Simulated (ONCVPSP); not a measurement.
## Building the ONCV potential for molybdenum (Mo) (LDA (Perdew-Wang 92), scalar-relativistic).

molybdenum (Mo), optimised norm-conserving Vanderbilt (ONCV), made with ONCVPSP 4.0.1 (LDA (Perdew-Wang 92), scalar-relativistic). Core [Ar] 3d10, reference 4s2 4p6 4d5 5s0.5 5p0.5. Waves: 4s+5s: rc 1.50 bohr, ncon 4, nbas 8, qcut 6.4 1/bohr, 2 projectors; 4p+5p: rc 1.70 bohr, ncon 4, nbas 9, qcut 7 1/bohr, 2 projectors; 4d: rc 1.75 bohr, ncon 4, nbas 7, qcut 5.5 1/bohr, 2 projectors, debl 1.9 Ha. Local part: polynomial inside 1.15 bohr (lpopt 5, dvloc0 0 Ha). Core correction: Teter function fitted to the true core (icmod 2), fcfact 0.2.

Poles of the logarithmic derivatives, all-electron (AE) and pseudo (PS). s: poles at -1.3 (AE) and -1.3 (PS) Ha. p: poles at -0.7 (AE) and -0.7 (PS) Ha. d: poles at 1.1 (AE) and 1.1 (PS) Ha. Test radii: s 1.53, p 1.73, d 1.77 bohr.

* Cutoffs needed: 24 Ha and 52 Ha (the cutoffs (Ha) at which the residual kinetic energy of the hardest occupied pseudo-wave falls to 1 and 0.1 mHa per electron)
* Ghost test: no bound ghost flagged; GHOST(+) flagged for s at 179.9 eV, d at 331.9 eV
* Largest excitation error: -118 meV (all-electron minus pseudo) for 4s1 4p6 4d5 5s1 5p0, out of 4 test configurations
* rms error of d²Exc/dni dnj: 2.71 mHa without and 0.25 mHa with the model core
